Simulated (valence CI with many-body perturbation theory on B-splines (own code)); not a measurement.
Results of a calculation; reference values are marked as such.
**Hyperfine factors and g values of W24+**

Level of theory: valence CI with perturbative core correlation (CI+MBPT): four valence electrons over a frozen Dirac-Fock core [Kr] 4d10, a basis of 8 s, 8 p, 9 d, 9 f, 6 g, 3 h, 2 i functions for each j, with the one-electron correlation potential Σ1 (screened to all orders), the two-electron term Σ2, the three-electron term Σ3, Breit, model QED; selected single and double excitations, second order for the rest, scaled by the run's own slope (own B-spline code, finite nucleus).

No measured levels were compared; by estimate terms of the open shell hold to a few per cent of their energy, and close levels can change places. Core correlation moves these levels by up to 4000 cm⁻¹, and in measured spectra 5 to 20 % of such shifts remained as error; rates that hang on mixing are uncertain with them. Only levels of the ground parity were solved; by the run's estimate the other parity begins above the list, which can be wrong where configurations are misplaced.

A/g_I is the dipole constant over the nuclear g factor μ/I (μ in nuclear magnetons, uniformly magnetised nucleus), B/Q the quadrupole constant per barn. Both hold the static response of the core; the bare values leave it out. Large factors of s and p1/2 electrons are usually good to 5 to 10 %; those of open d and f shells near neutrality can be off by tens of per cent, and small factors of p3/2, d and f electrons come from cancelling terms and can be off by a factor of two or in sign, in half-filled shells by more. B is blank for J = 1/2, where it vanishes, and for nearly pure S terms. Energies count from the lowest level. Levels with J = 0 are left out.

Levels are named by their leading jj configuration (3d3/2^4 stands for four electrons in 3d with j = 3/2), which in mixed levels can hold well under half, so a name can repeat and another be missing. Letters in brackets count levels of one name in rising energy.

```csv
Level,E (cm⁻¹),g,A/g_I (MHz),A/g_I bare,B/Q (MHz/b),B/Q bare
(4f5/2^4) J=4,0.0,0.639,4440,3990,-2030,-1790
(4f5/2^3 4f7/2) J=5 [a],14102,0.909,3170,3120,-1750,-1550
(4f5/2^2 4f7/2^2) J=6 [a],26101,1.055,2540,2720,-1460,-1320
(4f5/2^4) J=2,34928,0.958,3570,3690,2500,2220
(4f5/2^2 4f7/2^2) J=7 [a],35778,1.132,2280,2580,-947,-889
(4f5/2^3 4f7/2) J=1 [a],40479,0.111,8070,7000,647,569
(4f5/2^3 4f7/2) J=4 [a],43001,1.027,3030,3220,-3100,-2740
(4f5/2^2 4f7/2^2) J=8 [a],43837,1.174,2170,2550,-238,-290
(4f5/2^3 4f7/2) J=3 [a],47307,1.154,2230,2570,-156,-151
(4f5/2^3 4f7/2) J=2 [a],51004,0.600,4820,4340,-2250,-1980
(4f5/2^3 4f7/2) J=2 [b],51605,1.666,-347,736,188,135
(4f5/2^3 4f7/2) J=3 [b],53885,0.924,3240,3230,1010,916
(4f5/2^2 4f7/2^2) J=6 [b],55896,0.883,3250,3160,412,385
(4f5/2^3 4f7/2) J=5 [b],59782,1.221,1810,2240,-1060,-1000
(4f5/2^3 4f7/2) J=7,60063,0.974,2870,2920,1970,1730
(4f5/2^2 4f7/2^2) J=4 [a],61817,1.223,1660,2080,2390,2100
(4f5/2^3 4f7/2) J=8,65091,1.026,2670,2810,3700,3220
(4f5/2^2 4f7/2^2) J=4 [b],72216,1.045,2630,2800,-785,-684
(4f5/2^2 4f7/2^2) J=2 [a],74030,1.161,1980,2300,1710,1520
(4f5/2^2 4f7/2^2) J=5 [a],74484,1.255,1470,1920,2660,2320
(4f5/2^2 4f7/2^2) J=3 [a],74727,0.871,3300,3190,-2140,-1890
(4f5/2^2 4f7/2^2) J=1,79931,1.032,3080,3290,-178,-165
(4f5/2^2 4f7/2^2) J=2 [b],81917,1.039,1970,2030,-751,-692
(4f5/2^2 4f7/2^2) J=5 [b],84322,1.128,2240,2540,-540,-494
(4f5/2^2 4f7/2^2) J=8 [b],84459,1.001,2770,2870,3430,3040
(4f5/2^2 4f7/2^2) J=6 [c],85523,1.243,1620,2070,-710,-690
(4f5/2^2 4f7/2^2) J=9,85639,1.050,2560,2730,6140,5390
(4f5/2^3 4f7/2) J=5 [c],85695,0.945,2880,2870,664,576
(4f5/2^2 4f7/2^2) J=4 [c],86219,1.200,1750,2130,-2440,-2190
(4f5/2^2 4f7/2^2) J=3 [b],86533,1.257,1210,1630,1090,952
(4f5/2 4f7/2^3) J=7 [a],86811,0.968,2690,2700,1280,1150
(4f5/2^2 4f7/2^2) J=8 [c],90822,1.037,2420,2550,2960,2600
(4f5/2^3 4f7/2) J=1 [b],92118,1.496,-615,62.1,1440,1260
(4f5/2^2 4f7/2^2) J=2 [c],92629,0.717,4950,4740,809,745
(4f5/2^2 4f7/2^2) J=6 [d],92954,1.127,2300,2600,184,142
(4f5/2 4f7/2^3) J=4 [a],96167,1.052,2470,2630,-557,-503
(4f5/2^2 4f7/2^2) J=7 [b],99499,1.096,2440,2700,1120,975
(4f5/2^2 4f7/2^2) J=2 [d],100050,1.462,7.90,702,734,636
```

(1) Take the isotope of mass number 183, with I = 1/2, μ = 0.11739 μN. What is the hyperfine structure of (4f5/2^3 4f7/2) J=5 [a]?

Answers

(1) From the table A = 743 MHz. Shifts from the centre of gravity in MHz: F = 9/2: -2230, F = 11/2: 1860.
